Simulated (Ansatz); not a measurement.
Input file for Ansatz (a quantum-chemistry and plane-wave program): R-BLYP/def2-TZVPP on C2H6OSi (SMILES CO[Si]C), a point of a torsion scan.

Ansatz 0.2 input:
```yaml
crystal:
  periodic: [false, false, false]
  atoms:
    - {symbol: C, position_ang: [1.87529056, -0.30523725, 0.00293783]}
    - {symbol: O, position_ang: [1.36210641, 0.44585142, -1.04099647]}
    - {symbol: Si, position_ang: [1.39810637, 0.14875353, -2.66271292]}
    - {symbol: C, position_ang: [0.48732052, 1.75132642, -3.17055662]}
    - {symbol: H, position_ang: [2.83225213, 0.11467500, 0.32781303]}
    - {symbol: H, position_ang: [2.03244047, -1.34827107, -0.28708095]}
    - {symbol: H, position_ang: [1.17435927, -0.27026876, 0.84050672]}
    - {symbol: H, position_ang: [0.11941653, 2.31941763, -2.31607581]}
    - {symbol: H, position_ang: [-0.35900651, 1.52101856, -3.81574999]}
    - {symbol: H, position_ang: [1.14850459, 2.39800057, -3.74584543]}
basis:
  gaussian:
    orbitals: def2-TZVPP
hamiltonian:
  xc: {name: BLYP}
scf: {lower_state_search: off}
```

The head of its log:

```
WARN ansatz: RAYON_NUM_THREADS=1 ignored (pool sized by the plan → 1); use --threads N
Functional definition: BLYP
these checks for a lower state are left out or cut short: stability, starts, cluster_reference, orbital_swaps, neighbouring_geometries, increment
integrals: 0.12 GiB planned
1153 factors; their error is unknown
mean field: 0.89 GiB planned
mean field evaluation 1: about -12078.3193 eV, gradient 9.4e1 eV
mean field evaluation 2: about -11992.7894 eV, gradient 2.0e2 eV
```

Q: What total energy does the run end on?

A: -444.5480 hartree.
